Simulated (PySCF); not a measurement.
Gas-phase XPS of [Cu(AsH3)4]+, computed

[Cu(AsH3)4]+ (charge +1 and singlet state).
Structure used (PBE0-D3(BJ)/def2-SVP), in Å, numbered top down from 1:
```
atom  x, y, z in Å
Cu1    0.004    0.012    0.046
As2   -0.239   -0.104    2.435
H3    -1.619   -0.182    3.043
H4     0.293    0.999    3.318
H5     0.366   -1.261    3.192
As6    2.332   -0.006   -0.574
H7     3.220   -1.174   -0.216
H8     3.246    1.085   -0.070
H9     2.718    0.083   -2.032
As10  -1.013    2.004   -0.849
H11   -2.445    2.347   -0.510
H12   -1.132    2.165   -2.346
H13   -0.422    3.363   -0.560
As14  -1.078   -1.886   -0.965
H15   -0.659   -3.289   -0.594
H16   -1.037   -2.069   -2.464
H17   -2.566   -2.086   -0.794
```

Method: delta-SCF UKS SCAN, pcX-2 on the ionised atom (unc-x2c-TZVPall on a metal), pcseg-1 elsewhere, spin-free X2C in PySCF 2.14.0. Binding energies are ΔSCF values: E(core-ionised, relaxed orbitals) − E(ground state) at a fixed geometry, referred to the vacuum level.

Problem. What binding energy does each computed site have?

Solution. 
```tsv
atom(s)	bonded to	level	binding energy (eV)	2p1/2 (eV)	count
Cu1	4 As	Cu 2p3/2	941.44	962.11	1
```

Problem. Express the binding energy of Cu 2p3/2 of Cu1 in atomic units and per mole.

Solution. 941.44 eV = 34.5973 Eh = 90835 kJ/mol.

Problem. What is the longest wavelength that can ionise Cu 2p3/2 of Cu1 vertically?

Solution. λ = hc/E = 12398.42 eV Å / 941.44 eV = 13.170 Å.

2p3/2 and 2p1/2 are the ΔSCF energy of one spin-free 2p hole plus the eigenvalues of a spin–orbit and ligand-field matrix of the shell. 2p1/2 minus 2p3/2 (ligand field included): Cu 20.67 eV. Satellites of the metal's 2p lines aren't described. No level of arsenic is listed. The species carries charge +1, so core ionisation leaves charge +2. Isolated species at its PBE0-D3(BJ)/def2-SVP geometry, gas phase. Metal 2p energies of this one-determinant scheme are less reliable than its 1s energies.

The run took 21 s on an Arm Neoverse V1 with one thread, shared host with 64 logical CPUs at a one-minute load of 17, and the process peaked at 0.89 GiB of memory.
